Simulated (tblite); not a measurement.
C₉H₁₁P.
Z-matrix (Å and degrees, GFN2-xTB geometry), rows numbered from 1:
```
C 
P   1  1.8601
C   2  1.8373  1   99.69
C   3  1.5133  2   66.87  1   -93.78
C   4  1.4734  2  119.59  3   111.38
C   5  1.3917  4  120.09  2   147.66
C   6  1.3830  5  120.65  4   179.04
C   7  1.3842  6  120.21  5     0.16
C   8  1.3855  7  119.60  6     0.45
C   9  1.3814  8  120.20  7    -0.46
H   1  1.0890  2  108.86  3   145.95
H   1  1.0876  2  112.01  3    24.64
H   1  1.0891  2  108.86  3   -96.41
H   3  1.0824  2  118.53  4   109.89
H   3  1.0821  2  116.77  4  -108.93
H   4  1.0869  2  115.20  3  -107.92
H   6  1.0814  5  119.50  4    -0.80
H   7  1.0805  6  119.71  5  -179.82
H   8  1.0801  7  120.18  6   179.96
H   9  1.0804  8  120.02  7   179.36
H  10  1.0821  5  119.18  4     2.12
```

Computed with GFN2-xTB (tblite): harmonic, unscaled wavenumbers at the GFN2-xTB geometry, gas phase. This tight-binding method is rough: wavenumbers can miss measured ones by several per cent, in bad cases by 10 to 20. One conformer, not necessarily the lowest.

Harmonic wavenumbers (cm⁻¹): 54.4, 86.9, 96.8, 124.9, 218.2, 259.2, 301.9, 358.7, 374.0, 497.0, 545.7, 588.7, 653.4, 671.2, 704.3, 728.4, 759.6, 794.5, 805.8, 864.9, 873.5, 893.8, 907.2, 925.1, 929.4, 933.3, 986.2, 1006.5, 1042.3, 1086.2, 1111.4, 1134.8, 1182.1, 1196.0, 1213.5, 1284.4, 1313.6, 1321.9, 1333.5, 1410.9, 1441.2, 1442.1, 1462.4, 1479.5, 1587.0, 1602.2, 2993.1, 3004.6, 3006.9, 3014.0, 3041.0, 3054.6, 3062.3, 3063.6, 3073.5, 3079.3, 3090.2.

A = 3226, B = 624.1, C = 574.4 MHz; mass 150.060 u (most abundant isotopes); point group C1, symmetry number 1.

**Question.** What is the zero-point energy?

**Answer.** ½Σν̃ = 37036 cm⁻¹ = 443.04 kJ/mol.

**Question.** Give the ideal-gas entropy at 400 K and 1 bar in the rigid-rotor, harmonic-oscillator model (classical rotation).

**Answer.** Translation 177.46, rotation 129.22, vibration 162.11: S = 468.8 J/(mol K).

**Question.** And Cp and H(400 K) − H(0)?

**Answer.** Cp = 219.74 J/(mol K), of which vibrations give 186.48 (their classical limit is 57 R = 473.9); H(400 K) − H(0) = 48.38 kJ/mol without the zero-point energy, 35.07 from vibrations.

**Question.** What must be added to the electronic energy to get the Gibbs energy at 400 K and 1 bar?

**Answer.** ZPE + [H(400 K) − H(0)] − T·S = 443.04 + 48.38 − 187.52 = 303.90 kJ/mol.

**Question.** Blend soft modes into free rotors: weight 1/[1 + (100 cm⁻¹/ν̃)⁴] for the oscillator and the rest for a rotor with moment μB/(μ + B), μ = h/(8π²ν), B = 10⁻⁴⁴ kg m². What vibrational entropy results?

**Answer.** 150.85 J/(mol K) in place of 162.11, which changes −T·S at 400 K by +4.50 kJ/mol.

**Question.** How do the functions run with temperature in this model?

**Answer.** 
```json
{"T (K)": "100", "S (J/(mol K))": "292.6", "Cp (J/(mol K))": "74.1", "H − H(0) (kJ/mol)": "5.27", "G − H(0) (kJ/mol)": "-23.99", "ln q(vib)": "1.51"}
{"T (K)": "200", "S (J/(mol K))": "356.2", "Cp (J/(mol K))": "116.3", "H − H(0) (kJ/mol)": "14.69", "G − H(0) (kJ/mol)": "-56.55", "ln q(vib)": "3.90"}
{"T (K)": "300", "S (J/(mol K))": "413.1", "Cp (J/(mol K))": "168.7", "H − H(0) (kJ/mol)": "28.90", "G − H(0) (kJ/mol)": "-95.03", "ln q(vib)": "6.36"}
{"T (K)": "500", "S (J/(mol K))": "522.6", "Cp (J/(mol K))": "262.5", "H − H(0) (kJ/mol)": "72.56", "G − H(0) (kJ/mol)": "-188.73", "ln q(vib)": "11.62"}
{"T (K)": "800", "S (J/(mol K))": "666.4", "Cp (J/(mol K))": "347.7", "H − H(0) (kJ/mol)": "165.37", "G − H(0) (kJ/mol)": "-367.76", "ln q(vib)": "19.63"}
{"T (K)": "1000", "S (J/(mol K))": "748.0", "Cp (J/(mol K))": "383.3", "H − H(0) (kJ/mol)": "238.67", "G − H(0) (kJ/mol)": "-509.38", "ln q(vib)": "24.71"}
```

q(vib) and H(0) count from the zero-point level.

**Question.** Which modes carry the vibrational entropy at 400 K?

**Answer.** 54.4 cm⁻¹: 21.89; 86.9 cm⁻¹: 18.02; 96.8 cm⁻¹: 17.13; 124.9 cm⁻¹: 15.04; 218.2 cm⁻¹: 10.54; 259.2 cm⁻¹: 9.19 J/(mol K); the other 51 give 70.30 together.

Hindered rotation and anharmonicity are outside this model. Other conformers, if any are populated, would add a mixing term that is left out. The structure is chiral; the term R ln 2 for an equal mix with its mirror image is left out.
